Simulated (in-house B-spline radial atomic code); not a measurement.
Se⁺. Computed with a B-spline radial atomic code. Model: non-relativistic spherical atom: semilocal Troullier-Martins pseudo-atom, one channel per l, against all electrons, high spin, G0W0 and RPA with empty states to l = 8, local potential for every l without a channel, a model core (radius 0 = none) keeps its share of the functional.

What the tables leave out is listed at the end.

The pseudopotential gives back the lowest level of each angular momentum of its own functional in the configuration it was made in; a second state of the same l is only approximately right. Exact exchange, RPA and GW see the smooth pseudo-orbitals and miss the exchange with the core, for which the functional's share stands in. The column with an uncorrelated core keeps all orbitals and exact exchange, and so separates missing core correlation from pseudisation. Only the three outermost levels and the lowest empty one were computed. RPA here is direct RPA, with no exchange kernel, and its energies carry an (l + 1/2)⁻⁴ tail. A hybrid on a potential with a model core restores only its own semilocal share of the core's exchange.

Command:
```bash
python run_psgw.py task.json out
```
Settings (lengths in bohr, energies in hartree):
```
Z                      34
electrons              33
configuration          [Ar] 3d10 4s2 4p3
generated_in           [Ar] 3d10 4s2 4p3
functional             pbe,pbe
core_shells            6
radius_factor          1
core_correction        True
```

Time taken, with all properties: 30 s on 1 thread of Arm Neoverse N1, with other jobs on the host.

Given: made with PBE; model core radius 1.193 bohr; local radius 1.797 bohr; mean-field start PBE.

Valence shells of the generating configuration: 4s, 4p.

Channel: s 1.52, p 1.748, d 3.366 (radii in bohr).

Computed: largest level miss in the spin-unpolarised generating configuration 0.001 eV; valence RPA correlation energy all-electron orbitals -0.19081 hartree; valence RPA correlation energy pseudo -0.20305 hartree; pseudo-atom RPA polarisability 12.536 bohr³.

```json
{"level": "4p up", "occupied": "1", "mean-field all-electron (eV)": "-16.416", "mean-field pseudo minus all (eV)": "-0.003", "G0W0 all-electron (eV)": "-21.352", "G0W0 uncorrelated core minus all (eV)": "0.197", "G0W0 pseudo minus all (eV)": "0.127", "exchange self-energy all-electron (eV)": "-19.889", "exchange self-energy pseudo (eV)": "-17.045"}
{"level": "4s down", "occupied": "1", "mean-field all-electron (eV)": "-24.431", "mean-field pseudo minus all (eV)": "-0.002", "G0W0 all-electron (eV)": "-29.263", "G0W0 uncorrelated core minus all (eV)": "0.522", "G0W0 pseudo minus all (eV)": "0.205", "exchange self-energy all-electron (eV)": "-18.44", "exchange self-energy pseudo (eV)": "-13.79"}
{"level": "4p down (empty)", "occupied": "0", "mean-field all-electron (eV)": "-13.614", "mean-field pseudo minus all (eV)": "-0.004", "G0W0 all-electron (eV)": "-10.076", "G0W0 uncorrelated core minus all (eV)": "0.23", "G0W0 pseudo minus all (eV)": "-0.047", "exchange self-energy all-electron (eV)": "-5.6252", "exchange self-energy pseudo (eV)": "-2.8178"}
```

**Question.** What is the all-electron RPA polarisability, core included?

**Answer.** 12.511 bohr³.

Given: mean-field start PBE0.

Computed: valence RPA correlation energy all-electron orbitals -0.17462 hartree; valence RPA correlation energy pseudo -0.18585 hartree; pseudo-atom RPA polarisability 11.352 bohr³.

| level | occupied | mean-field all-electron (eV) | mean-field pseudo minus all (eV) | G0W0 all-electron (eV) | G0W0 uncorrelated core minus all (eV) | G0W0 pseudo minus all (eV) | exchange self-energy all-electron (eV) | exchange self-energy pseudo (eV) |
| --- | --- | --- | --- | --- | --- | --- | --- | --- |
| 4p up | 1 | -17.858 | 0.063 | -21.532 | 0.194 | 0.157 | -19.865 | -16.994 |
| 4s down | 1 | -25.568 | 0.281 | -29.304 | 0.527 | 0.54 | -18.224 | -13.61 |
| 4p down (empty) | 0 | -12.392 | 0.037 | -9.8729 | 0.22 | 0.032 | -5.3099 | -2.7304 |

**Question.** What is the all-electron RPA polarisability, core included?

**Answer.** 11.131 bohr³.

Among the listed levels the largest G0W0 shift of the pseudo-atom is +0.54 eV, for 4s down on the PBE0 start, while leaving the core uncorrelated moves that level by +0.53 eV. The rest, +0.01 eV, comes from pseudisation and the lost core exchange. Not in the tables (levels of low weight, unsolved or above zero; the highest and the empty levels are kept at any weight): on PBE the G0W0 levels 4s up (pseudo minus all +0.10 eV, weights 0.18 and 0.18); on PBE0 the G0W0 levels 4s up (pseudo minus all +0.46 eV, weights 0.41 and 0.39); no Hartree-Fock pseudo-atom is run with a model core.
